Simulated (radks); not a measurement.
Effect of the nuclear size on neutral tantalum, [Xe] 4f14 5d3 6s2. Method: Dirac Kohn-Sham, LDA (Slater exchange, Perdew-Wang correlation), spin-unpolarised, spherical densities, finite nucleus; open shells are shared between the two j in proportion to 2j + 1; Fermi nuclear charge, rms radius 5.3507 fm; computed with a radial shooting solver on a logarithmic mesh with Libxc functionals. The rms radius is varied about that value; shifts are against it.

rms radius (fm)  total energy shift (eV)  density at nucleus (e/bohr^3)  1s1/2 shift (meV)  2s1/2 shift (meV)  5p1/2 shift (meV)  6s1/2 shift (meV)  5d5/2 shift (meV)  6p1/2 (empty) shift (meV)
4.532                              -15.2                      1.382e+06              -6160               -860              0.510             -0.509              0.447                      0.172
4.9601                             -7.45                      1.341e+06              -3020               -422              0.250             -0.250              0.219                      0.084
5.3507                                 0                      1.307e+06              0.000              0.000              0.000              0.000              0.000                      0.000
5.7734                              8.48                      1.274e+06               3440                481             -0.284              0.284             -0.250                     -0.096
6.1801                              17.0                      1.245e+06               6920                965             -0.571              0.572             -0.502                     -0.193

Slopes of the eigenvalues against <r^2> in GHz/fm^2, as finite differences over the two radii next to the reference (eigenvalue slopes, not the field-shift constants of lines): 1s1/2 179000, 2s1/2 25000, 5p1/2 -14.8, 6s1/2 14.8, 5d5/2 -13.0, 6p1/2 (empty) -4.99.
